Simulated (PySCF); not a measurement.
## Static response to an electric field

Compound: C3H9ClGe.
Cartesian coordinates in Å at the PBE0-D3(BJ)/def2-SVP level; atoms count from 1:
```
atom  x, y, z in Å
C1    -0.6469    1.6959   -0.4621
Ge2    0.1056    0.0973    0.3470
C3     1.7177   -0.5078   -0.5545
C4    -1.2088   -1.3205    0.5481
Cl5    0.7118    0.6760    2.3663
H6    -0.9667    1.4899   -1.4950
H7    -1.5163    2.0399    0.1162
H8     0.1020    2.5007   -0.4771
H9     2.1491   -1.3702   -0.0265
H10    1.4851   -0.8058   -1.5884
H11    2.4656    0.2976   -0.5780
H12   -1.5445   -1.6676   -0.4413
H13   -2.0809   -0.9551    1.1088
H14   -0.7741   -2.1711    1.0922
```

Level: CAM-B3LYP/def2-SVPD (PySCF), static field, nuclei fixed, core orbitals frozen in the response. The polarisability tensor in these axes (au):

```
x   80.33  0.28  0.96
y    0.28 80.34  1.00
z    0.96  1.00 83.16
```

**Question.** What are the eigenvalues, a third of the trace, and Δα (Δα² = ½Σ(αi − αj)² over the three pairs)?

**Answer.** Principal values 80.00, 80.06 and 83.77 au; mean 81.28 au = 12.04 Å³ = 13.40 × 10⁻⁴⁰ C²·m²/J; Δα = 3.74 au (5 % of the mean).

**Question.** What is the dipole moment, and where does it point?

**Answer.** (-0.82, -0.79, -2.75) D, 2.98 D in size, pointing from the negative to the positive side. Measured along this direction, the outermost atoms are Cl5 at the negative end and H12, H10 and H6 at the positive end.

**Question.** What would n − 1 = 2πNα be for an ideal gas of these molecules at 500 K and 1 atm, electronic part alone?

**Answer.** N = p/kT = 1.4678 × 10¹⁹ cm⁻³, so n − 1 = 2π × N × 12.04 × 10⁻²⁴ cm³ = 1111 × 10⁻⁶ at long wavelengths.

**Question.** Form Σ f/ω² (atomic units) for the 10 lowest TDDFT singlets, given as eV and f, and set it beside the mean polarisability, which is this sum over all singlets: 7.50, 0.0574; 7.51, 0.0589; 7.76, 0.0657; 7.77, 0.0651; 8.67, 0.0224; 8.68, 0.0229; 8.81, 0.0004; 8.81, 0.0033; 8.81, 0.0315; 8.86, 0.0000.

**Answer.** They add up to 3.92 au, 4.8 % of the 81.28 au; the largest single term is 0.81 au, from the state at 7.76 eV. Terms in order: 0.75, 0.77, 0.81, 0.80, 0.22, 0.22, 0.00, 0.03, 0.30, 0.00 au. Higher excitations give the rest. The strengths listed sum to 0.328.

**Question.** Orientational against electronic polarisability at 350 K (dilute gas, rigid molecules)?

**Answer.** In Gaussian units μ²/3kT = 61.09 Å³ against 12.04 Å³, a ratio of 5.07; the Debye molar polarisation (4π/3)N_A(α + μ²/3kT) is 184.5 cm³/mol, leaving out the vibrational part.

**Question.** Estimate the molar refractivity from the static electronic polarisability.

**Answer.** Lorentz–Lorenz: R = (4π/3)N_A α = 2.5225 cm³/(mol·Å³) × 12.04 Å³ = 30.4 cm³/mol, in the limit of long wavelengths.

**Question.** What are the principal values of the traceless quadrupole moment, Θ = ½Σq(3rr − r²1), about the centre of nuclear charge?

**Answer.** -4.36, 2.17, 2.19 D·Å. The values depend on the origin, since the dipole doesn't vanish. The electronic extent ⟨r²⟩ about the same centre is 836 bohr², a root-mean-square distance of 1.76 Å for the 76 electrons.

Isolated species at its PBE0-D3(BJ)/def2-SVP geometry, gas phase. The calculation is non-relativistic, for germanium too.

The run behind these numbers computed excited states and ΔSCF ions as well. Hardware: one thread, x86-64 server (shared host). Cost: 2.4 min wall.
